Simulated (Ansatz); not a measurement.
Geometry optimisation, Ansatz 0.2.0, RKS PBE-D4/def2-mTZVP.

The input (input.yaml):

```yaml
crystal:
  periodic: [false, false, false]
  atoms:
    - { symbol: Ga, position_ang: [0.013187, 0.191108, 0.208483] }
    - { symbol: C, position_ang: [0.013208, 0.15873, 2.190375] }
    - { symbol: H, position_ang: [-0.935594, -0.216266, 2.598392] }
    - { symbol: H, position_ang: [0.838519, -0.448813, 2.586424] }
    - { symbol: H, position_ang: [0.151583, 1.176835, 2.591308] }
    - { symbol: H, position_ang: [1.379379, 0.051684, -0.583843] }
    - { symbol: H, position_ang: [-1.342819, 0.367514, -0.593506] }
    - { symbol: H, position_ang: [-0.300098, -2.497888, 0.790385] }
    - { symbol: H, position_ang: [-0.247667, -1.942004, 1.236483] }
basis:
  gaussian: { orbitals: def2-mTZVP }
hamiltonian:
  xc: pbe
  dispersion: d4
relax:
  f_tol: 0.03
  max_steps: 50
```

Launched with:

```bash
$ ansatz run input.yaml --threads 1 --pin off --max-ram 2048MiB --backend cpu --events-out ev --progress --plain --runs-dir out
```

Where does it end, and by what steps?

The run converged. After 6 steps the energy has fallen by 0.134 eV; H8 moved furthest, 0.60 Å.

| step | energy less start (eV) | largest force component (eV/Å) | accepted |
| --- | --- | --- | --- |
| 0 | 0.0000 | 1.261 | yes |
| 1 | -0.0873 | 0.074 | yes |
| 2 | -0.0899 | 0.867 | yes |
| 3 | -0.1075 | 0.410 | yes |
| 4 | -0.1090 | 0.650 | yes |
| 5 | -0.1254 | 0.271 | yes |
| 6 | -0.1336 | 0.029 | yes |

```xyz
9
Properties=species:S:1:pos:R:3
Ga 0.001 0.044 0.355
C 0.036 0.345 2.319
H -0.902 0.051 2.808
H 0.873 -0.170 2.809
H 0.171 1.425 2.496
H 1.348 -0.184 -0.449
H -1.361 0.142 -0.451
H -0.321 -2.437 0.193
H -0.276 -2.374 0.945
```

Whether the end is a true minimum wasn't checked by a vibrational analysis.

The run took 14 s on 1 thread of Arm Neoverse V2, with other jobs on the host, peak memory 0.14 GiB.
